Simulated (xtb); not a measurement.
Here is a job for xtb.
```
$ xtb mol.xyz --gfn 0 --chrg 2 --uhf 1 --json

# file mol.xyz
14

O     -1.38566584     0.78660913     1.19374284
Si    -1.44979382    -0.46813140     0.23735113
O     -2.72428454    -0.73770735    -0.72031402
O     -1.04288332    -1.88133176     0.90580808
O     -0.20484634     0.13436120    -0.66872121
Si     1.34533370     0.49601259    -0.26815213
O      1.34062698     1.40711970     1.06276785
O      2.23515150    -0.84507062    -0.08154727
O      1.86220299     1.25294659    -1.59312161
H     -3.07490152    -0.01432190    -1.23243207
H     -1.44040589    -2.67660478     0.55969025
H      0.48367677     1.57776362     1.46573652
H      2.06165158    -1.42767514     0.65418423
H      2.79000916     1.21508668    -1.80488245
```

Q: What is the computed partial charges in atom order (GFN0-xTB (xtb 6.7.1))?

A: O1 -0.28, Si2 0.98, O3 -0.39, O4 -0.44, O5 -0.36, Si6 0.94, O7 -0.38, O8 -0.41, O9 -0.33, H10 0.55, H11 0.55, H12 0.52, H13 0.51, H14 0.54

Q: What total energy does GFN0-xTB give?

A: -25.3489 Eh
